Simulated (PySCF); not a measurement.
Precursor series Cd F-OH. Isolated molecules, 0 K electronic values unless said otherwise. One relaxed conformer stands for each flexible species; it need not be the lowest.

Level of theory: PBE-D3(BJ)/def2-TZVP // r2SCAN-D4/def2-SVP run with PySCF. All candidates: neutral, multiplicity 1. 

| Item | Result |
|---|---|
| LUMO | -2.81 eV |
| HOMO–LUMO gap | 4.03 eV |
| HOMO | -6.84 eV |

Name which member has these values.
A. [Cd(F)2]
B. [Cd(F)(OH)]
C. [Cd(OH)2]

B, [Cd(F)(OH)]. The others give [Cd(F)2]: -3.34 eV, 4.82 eV, -8.16 eV; [Cd(OH)2]: -2.35 eV, 4.08 eV, -6.43 eV
